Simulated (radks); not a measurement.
The numbers below are computed, except where a source is named.
Problem. Code: a radial shooting solver on a logarithmic mesh with Libxc functionals. Model: scalar-relativistic Kohn-Sham, LB94 model potential, spin-polarised, spherical densities, finite nucleus; Fermi nuclear charge, rms radius of each element as measured or else 0.836 A^(1/3) + 0.57 fm. Response by self-consistent Sternheimer equations with the Hartree and adiabatic LDA kernel, the relativistic mass of each level held fixed and spin-orbit coupling left out. For heavy and open-shell atoms this level of theory can miss by tens of per cent. Rank Te4+, Cs7+, Sb3+, I5+, Xe6+, In+, Sn2+, Cd, Ba8+ (NIST ground configurations) by static dipole polarisability, largest first.

Solution. Cd 34.19, In+ 19.48, Sn2+ 12.87, Sb3+ 9.200, Te4+ 6.910, I5+ 5.372, Xe6+ 4.285, Cs7+ 3.487, Ba8+ 2.883 bohr^3.
